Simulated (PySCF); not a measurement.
Computed IR spectrum (relative IR intensity) of a molecule C₂H₁₄Si₄. Geometry optimised at PBE-D3(BJ)/def2-SVP. Other conformers were not sampled. All values below come from PBE-D3(BJ)/def2-SVP run with PySCF. Frequencies are harmonic and unscaled.

Lines under 2 % of the strongest are left out, and lines within 2 cm⁻¹ are merged.

ν (cm⁻¹): 334 (vw), 586 (vw), 625 (m), 664 (w), 685 (w), 731 (vs), 740 (vw), 754 (m), 777 (m), 805 (m), 819 (m), 886 (m), 890 (s), 903 (s), 912 (m), 916 (m), 988 (vw), 1029 (w), 1033 (m), 1328 (vw), 2127 (m), 2135 (w), 2138 (w), 2147 (m), 2153 (s), 2157 (m), 2164 (s), 2167 (s) (against the strongest line: vs over 80 %, s over 45 %, m over 15 %, w over 4 %, vw less)

Q: Identify the compound among the candidates.
A) [SiH3]C[SiH2][SiH2]C[SiH3]
B) CC[SiH2][SiH]([SiH3])[SiH3]
C) [SiH3]CC[SiH2][SiH2][SiH3]
D) C[SiH2][SiH2]C[SiH2][SiH3]

A: A, [SiH3]C[SiH2][SiH2]C[SiH3]
